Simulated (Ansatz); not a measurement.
Computed with PBE-D3(BJ)/def2-SVP in Ansatz (a quantum-chemistry and plane-wave program). No frequencies were computed at this level.

Ansatz 0.2 input:
```yaml
crystal:
  periodic: [false, false, false]
  atoms:
    - { symbol: W, position_ang: [-0.062544, -0.006447, 0.016125] }
    - { symbol: Cl, position_ang: [-2.092766, 0.025723, 1.044179] }
    - { symbol: Cl, position_ang: [-0.889678, 0.478202, -2.05972] }
    - { symbol: Cl, position_ang: [-0.31946, -2.251214, -0.26704] }
    - { symbol: Cl, position_ang: [0.148262, 2.238043, 0.446616] }
    - { symbol: Cl, position_ang: [2.03121, -0.100675, -0.95637] }
    - { symbol: C, position_ang: [0.993055, -0.355798, 1.901478] }
    - { symbol: H, position_ang: [1.779254, 0.376969, 2.120942] }
    - { symbol: H, position_ang: [1.500144, -1.328626, 1.943038] }
    - { symbol: H, position_ang: [0.33141, -0.335448, 2.778352] }
basis:
  gaussian: { orbitals: def2-svp }
hamiltonian:
  xc: pbe
  dispersion: d3bj
relax:
  max_steps: 150
```

Output:

```
Functional definition: PBE
1614 factors; their error is unknown
mean field evaluation 1: about -65473.4447 eV, gradient 6.4e1 eV
mean field evaluation 2: about -65248.9951 eV, gradient 2.2e2 eV
mean field evaluation 4: about -65478.9442 eV, gradient 4.6e1 eV
mean field evaluation 8: about -65483.9027 eV, gradient 4.0e-1 eV
mean field evaluation 16: about -65483.8023 eV, gradient 4.1e-3 eV
mean field -65483.80233693 eV, -2406.4853493668 hartree, gradient 7.0e-5 eV, S^2 0.000000; 0 other end points of the search recorded, 0 dependent functions left out
reference -65483.80240814 eV, -2406.4853519837 hartree; 54, 54 occupied and 97, 97 virtual orbitals, 1614 factors
relax step   1: F+E_penalty+E_count = -65484.32128875 eV  Δ(F+E_penalty+E_count) = +0.000e0 eV  max|allowed force component| = 1.334e0 eV/Å  Δτ_max = 0.0000 Å  (34 SCF iters, accepted)
these checks for a lower state are left out or cut short: starts, cluster_reference, orbital_swaps, neighbouring_geometries, increment
1614 factors; their error is unknown
mean field evaluation 32: about -65483.8992 eV, gradient 1.2e-5 eV
mean field -65483.89919866 eV, -2406.4889089697 hartree, gradient 1.2e-5 eV, S^2 0.000000; 0 other end points of the search recorded, 0 dependent functions left out
reference -65483.89926971 eV, -2406.4889115808 hartree; 54, 54 occupied and 97, 97 virtual orbitals, 1614 factors
relax step   2: F+E_penalty+E_count = -65484.41248387 eV  Δ(F+E_penalty+E_count) = -9.120e-2 eV  max|allowed force component| = 5.674e-1 eV/Å  Δτ_max = 0.1828 Å  (46 SCF iters, accepted)
these checks for a lower state are left out or cut short: starts, cluster_reference, orbital_swaps, neighbouring_geometries, increment
1614 factors; their error is unknown
mean field -65483.96453548 eV, -2406.4913100534 hartree, gradient 9.5e-6 eV, S^2 0.000000; 0 other end points of the search recorded, 0 dependent functions left out
reference -65483.96460676 eV, -2406.4913126728 hartree; 54, 54 occupied and 97, 97 virtual orbitals, 1614 factors
relax step   3: F+E_penalty+E_count = -65484.47916300 eV  Δ(F+E_penalty+E_count) = -6.668e-2 eV  max|allowed force component| = 2.282e-1 eV/Å  Δτ_max = 0.1083 Å  (41 SCF iters, accepted)
these checks for a lower state are left out or cut short: starts, cluster_reference, orbital_swaps, neighbouring_geometries, increment
1614 factors; their error is unknown
mean field -65483.96790010 eV, -2406.4914337009 hartree, gradient 7.5e-6 eV, S^2 0.000000; 0 other end points of the search recorded, 0 dependent functions left out
reference -65483.96797113 eV, -2406.4914363112 hartree; 54, 54 occupied and 97, 97 virtual orbitals, 1614 factors
relax step   4: F+E_penalty+E_count = -65484.48141754 eV  Δ(F+E_penalty+E_count) = -2.255e-3 eV  max|allowed force component| = 6.764e-1 eV/Å  Δτ_max = 0.1042 Å  (39 SCF iters, accepted)
these checks for a lower state are left out or cut short: starts, cluster_reference, orbital_swaps, neighbouring_geometries, increment
1614 factors; their error is unknown
mean field -65483.98233236 eV, -2406.4919640767 hartree, gradient 1.9e-5 eV, S^2 0.000000; 0 other end points of the search recorded, 0 dependent functions left out
reference -65483.98240352 eV, -2406.4919666917 hartree; 54, 54 occupied and 97, 97 virtual orbitals, 1614 factors
relax step   5: F+E_penalty+E_count = -65484.49748571 eV  Δ(F+E_penalty+E_count) = -1.607e-2 eV  max|allowed force component| = 1.892e-1 eV/Å  Δτ_max = 0.0394 Å  (41 SCF iters, accepted)
these checks for a lower state are left out or cut short: starts, cluster_reference, orbital_swaps, neighbouring_geometries, increment
1614 factors; their error is unknown
mean field evaluation 64: about -65483.9840 eV, gradient 9.5e-6 eV
mean field -65483.98399987 eV, -2406.4920253568 hartree, gradient 9.5e-6 eV, S^2 0.000000; 0 other end points of the search recorded, 0 dependent functions left out
reference -65483.98407081 eV, -2406.4920279636 hartree; 54, 54 occupied and 97, 97 virtual orbitals, 1614 factors
relax step   6: F+E_penalty+E_count = -65484.49833410 eV  Δ(F+E_penalty+E_count) = -8.484e-4 eV  max|allowed force component| = 1.451e-1 eV/Å  Δτ_max = 0.1233 Å  (40 SCF iters, accepted)
these checks for a lower state are left out or cut short: starts, cluster_reference, orbital_swaps, neighbouring_geometries, increment
1614 factors; their error is unknown
mean field -65483.98913090 eV, -2406.4922139187 hartree, gradient 1.8e-5 eV, S^2 0.000000; 0 other end points of the search recorded, 0 dependent functions left out
reference -65483.98920194 eV, -2406.4922165293 hartree; 54, 54 occupied and 97, 97 virtual orbitals, 1614 factors
relax step   7: F+E_penalty+E_count = -65484.50431552 eV  Δ(F+E_penalty+E_count) = -5.981e-3 eV  max|allowed force component| = 7.262e-2 eV/Å  Δτ_max = 0.0460 Å  (33 SCF iters, accepted)
these checks for a lower state are left out or cut short: starts, cluster_reference, orbital_swaps, neighbouring_geometries, increment
1614 factors; their error is unknown
mean field -65483.99022268 eV, -2406.4922540408 hartree, gradient 1.5e-5 eV, S^2 0.000000; 0 other end points of the search recorded, 0 dependent functions left out
reference -65483.99029379 eV, -2406.4922566541 hartree; 54, 54 occupied and 97, 97 virtual orbitals, 1614 factors
relax step   8: F+E_penalty+E_count = -65484.50596494 eV  Δ(F+E_penalty+E_count) = -1.649e-3 eV  max|allowed force component| = 3.680e-2 eV/Å  Δτ_max = 0.0580 Å  (34 SCF iters, accepted)
these checks for a lower state are left out or cut short: starts, cluster_reference, orbital_swaps, neighbouring_geometries, increment
1614 factors; their error is unknown
mean field -65483.99090561 eV, -2406.4922791378 hartree, gradient 1.3e-5 eV, S^2 0.000000; 0 other end points of the search recorded, 0 dependent functions left out
reference -65483.99097673 eV, -2406.4922817517 hartree; 54, 54 occupied and 97, 97 virtual orbitals, 1614 factors
relax step   9: F+E_penalty+E_count = -65484.50637018 eV  Δ(F+E_penalty+E_count) = -4.052e-4 eV  max|allowed force component| = 1.266e-2 eV/Å  Δτ_max = 0.0200 Å  (33 SCF iters, accepted)
these checks for a lower state are left out or cut short: starts, cluster_reference, orbital_swaps, neighbouring_geometries, increment
1614 factors; their error is unknown
mean field -65483.99098500 eV, -2406.4922820553 hartree, gradient 8.6e-6 eV, S^2 0.000000; 0 other end points of the search recorded, 0 dependent functions left out
reference -65483.99105616 eV, -2406.4922846704 hartree; 54, 54 occupied and 97, 97 virtual orbitals, 1614 factors
relax step  10: F+E_penalty+E_count = -65484.50644066 eV  Δ(F+E_penalty+E_count) = -7.049e-5 eV  max|allowed force component| = 1.521e-2 eV/Å  Δτ_max = 0.0160 Å  (35 SCF iters, accepted)
these checks for a lower state are left out or cut short: starts, cluster_reference, orbital_swaps, neighbouring_geometries, increment
1614 factors; their error is unknown
mean field evaluation 96: about -65483.9910 eV, gradient 5.8e-5 eV
mean field -65483.99096577 eV, -2406.4922813488 hartree, gradient 8.1e-6 eV, S^2 0.000000; 0 other end points of the search recorded, 0 dependent functions left out
reference -65483.99103693 eV, -2406.4922839638 hartree; 54, 54 occupied and 97, 97 virtual orbitals, 1614 factors
relax step  11: F+E_penalty+E_count = -65484.50645960 eV  Δ(F+E_penalty+E_count) = -1.893e-5 eV  max|allowed force component| = 4.385e-3 eV/Å  Δτ_max = 0.0035 Å  (35 SCF iters, accepted)
1614 factors; their error is unknown
mean field -65483.99096577 eV, -2406.4922813488 hartree, gradient 1.1e-5 eV, S^2 0.000000; 1 other end points of the search recorded, 0 dependent functions left out
reference -65483.99103693 eV, -2406.4922839638 hartree; 54, 54 occupied and 97, 97 virtual orbitals, 1614 factors
Total energy: -65484.50653076 eV, -2406.5112280125 hartree
Atom 0 at    -0.126345    -0.027629     0.059760 Å, force    -0.004385     0.004031     0.000347 eV/Å
Atom 1 at    -2.251437     0.001943     0.979185 Å, force     0.001323    -0.002810     0.001137 eV/Å
Atom 2 at    -0.717403     0.583056    -2.122749 Å, force     0.002865    -0.002125     0.002493 eV/Å
Atom 3 at    -0.379267    -2.315954    -0.046713 Å, force    -0.002523     0.002450     0.001118 eV/Å
Atom 4 at     0.064496     2.195047     0.682865 Å, force     0.001159    -0.002386    -0.001169 eV/Å
Atom 5 at     2.020257    -0.206739    -0.900638 Å, force     0.004282     0.001860    -0.003089 eV/Å
Atom 6 at     1.084884    -0.329378     1.831086 Å, force    -0.000033    -0.000162     0.003259 eV/Å
Atom 7 at     1.835552     0.458018     2.017422 Å, force    -0.003112    -0.003803    -0.002391 eV/Å
Atom 8 at     1.572602    -1.321443     1.828847 Å, force    -0.001273     0.004196     0.000270 eV/Å
Atom 9 at     0.315549    -0.296191     2.638536 Å, force     0.001697    -0.001250    -0.001974 eV/Å
Dipole moment:     0.000391    -0.076163     0.305989 e Å
```

Cost: very roughly 90 core-seconds.
